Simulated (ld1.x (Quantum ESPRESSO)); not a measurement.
## Cutoff test, As (Z = 33), TM

ld1.x (Quantum ESPRESSO) 7.5 input, shortened:

```
&input
   title='As', zed=33., rel=2, dft='PBESOL', iswitch=3,
   config='[Ar] 3d10 4s2 4p2 4d-2', rel_dist='average'
 /
 &inputp
   pseudotype=2, tm=.true., lloc=-2, rcloc=1.80,
   nlcc=.false.
 /
3
4S  1  0   2.00   0.00  1.20  1.20  0.0
4P  2  1   2.00   0.00  2.05  2.05  0.0
4D  3  2  -2.00   0.25  2.25  2.25  0.0
 &test
   configts(1)='4s2 4p2'
 /
```

Open shells are filled in proportion to 2j + 1 (rel_dist='average').

The pseudo-atom Hamiltonian at the reference potential is diagonalised in spherical Bessel functions j_l(qr) that vanish at 20 bohr, with q² up to the cutoff. All-electron valence levels (Ry): 4s -1.7182, 4p1/2 -0.9983, 4p3/2 -0.9735.

Question: How do the lowest levels (Ry) of each channel move with the cutoff, and are there ghosts?

Answer:

```csv
cutoff (Ry),s #1,s #2,p1/2 #1,p1/2 #2,p3/2 #1,p3/2 #2,d3/2 #1,d3/2 #2,d5/2 #1,d5/2 #2,f #1,f #2,Σ f·Δε (mRy)
8,-1.5343,-0.3259,-0.9918,-0.2243,-0.9665,-0.2209,-0.2345,-0.0785,-0.2337,-0.0782,-0.0519,0.0445,381.5
12,-1.5820,-0.3338,-0.9929,-0.2244,-0.9680,-0.2210,-0.2354,-0.0788,-0.2345,-0.0785,-0.0519,0.0445,283.4
21,-1.5932,-0.3357,-0.9978,-0.2250,-0.9730,-0.2216,-0.2359,-0.0789,-0.2351,-0.0787,-0.0519,0.0445,251.0
30,-1.6353,-0.3433,-0.9982,-0.2250,-0.9733,-0.2217,-0.2360,-0.0790,-0.2352,-0.0787,-0.0519,0.0445,166.1
40,-1.6919,-0.3539,-0.9983,-0.2251,-0.9734,-0.2217,-0.2360,-0.0790,-0.2352,-0.0787,-0.0519,0.0445,52.8
50,-1.7106,-0.3575,-0.9983,-0.2251,-0.9735,-0.2217,-0.2360,-0.0790,-0.2352,-0.0787,-0.0519,0.0445,15.2
70,-1.7131,-0.3579,-0.9983,-0.2251,-0.9735,-0.2217,-0.2360,-0.0790,-0.2352,-0.0787,-0.0519,0.0445,10.2
90,-1.7158,-0.3585,-0.9983,-0.2251,-0.9735,-0.2217,-0.2360,-0.0790,-0.2352,-0.0787,-0.0519,0.0445,4.7
110,-1.7170,-0.3587,-0.9983,-0.2251,-0.9735,-0.2217,-0.2360,-0.0790,-0.2352,-0.0787,-0.0519,0.0445,2.3
160,-1.7177,-0.3588,-0.9983,-0.2251,-0.9735,-0.2217,-0.2360,-0.0790,-0.2352,-0.0787,-0.0519,0.0445,1.0
200,-1.7179,-0.3589,-0.9983,-0.2251,-0.9735,-0.2217,-0.2360,-0.0790,-0.2352,-0.0787,-0.0519,0.0445,0.6
400,-1.7182,-0.3589,-0.9983,-0.2251,-0.9735,-0.2217,-0.2360,-0.0790,-0.2352,-0.0787,-0.0519,0.0445,0.0
```

Result: no extra level below or beside the all-electron valence levels (s, p1/2, p3/2, d3/2, d5/2, f tested); 10 mRy is reached at 80 Ry and 1 mRy at 160 Ry.
